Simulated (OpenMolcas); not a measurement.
Re5+ (d2) among equal point charges was computed by CASSCF with the d shell active (OpenMolcas, ANO-RCC-VDZP on the metal). Its lowest spin-free states, and all those of the highest spin:

```
2S+1  Degeneracy  E (cm-1)
   3           3       0.0
   3           3      2824
   3           1      6214
   1           3     12319
   1           2     13035
   3           3     15279
   1           3     18829
   1           3     20336
   1           1     20550
   1           2     21613
   1           1     46449
```

Is the site octahedral, tetrahedral or cube-like, axial, or of lower symmetry?

The states with 2S+1 = 3 have orbital degeneracies 3, 3, 1, 3. Threefold states need a cubic site. For d2 at this spin an octahedron puts the threefold T1 below the threefold T2 and a tetrahedron or cube puts the single A2 below the threefold T2, so the site is octahedral. The run had Re5+ among 6 point charges of -1.7 e arranged as an octahedron (Oh), 2.48 Å from the ion.

Spin-orbit coupling mixes the spin-free states strongly: the lowest level takes only 65 % from its leading state, 3T1. Without dynamic correlation the repulsion within the d shell is too large (B by tens of per cent), so at a given field states of lower spin stand too high. This field is weak: 10Dq is about 3433 cm-1, while octahedral complexes of 5d ions of charge 3 and more, computed by the same method with explicit ligands, had a median near 35000 cm-1. Ground spin and moment need not be those of a real site. This is an electrostatic model: the charges have no orbitals. No measured value stands beside these numbers.
